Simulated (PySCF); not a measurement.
# Radial density of Kr³⁺ (krypton, charge +3)

LDA, [Ar] 3d10 4s2 4p3, high-spin 4S determinant. All numbers are calculated (PySCF 2.14, the spin-free X2C one-electron Hamiltonian (Gaussian nucleus), in jorge-DZP-DKH (8s6p2d1f, 43 functions)).

| r (bohr) | 4πr²ρ (e/bohr) | 4πr²(ρα − ρβ) |
| --- | --- | --- |
| 0.000730 | 0.3992 | 0.0000 |
| 0.00123 | 0.9583 | 0.0000 |
| 0.00207 | 2.274 | 0.0000 |
| 0.00347 | 5.244 | 0.0000 |
| 0.00584 | 11.38 | 0.0001 |
| 0.00983 | 22.26 | 0.0008 |
| 0.0165 | 36.49 | 0.0051 |
| 0.0278 | 44.83 | 0.0257 |
| 0.0468 | 39.06 | 0.0951 |
| 0.0787 | 40.47 | 0.2064 |
| 0.132 | 53.42 | 0.1275 |
| 0.223 | 33.97 | 0.0055 |
| 0.374 | 35.27 | 0.5025 |
| 0.630 | 24.67 | 0.0176 |
| 1.06 | 6.184 | 1.4509 |
| 1.78 | 3.066 | 1.9055 |
| 3.00 | 0.2549 | 0.2020 |
| 5.04 | 0.003097 | 0.0030 |

Densities and radii are taken from the X2C orbitals without a picture-change correction, which distorts them close to the nucleus.
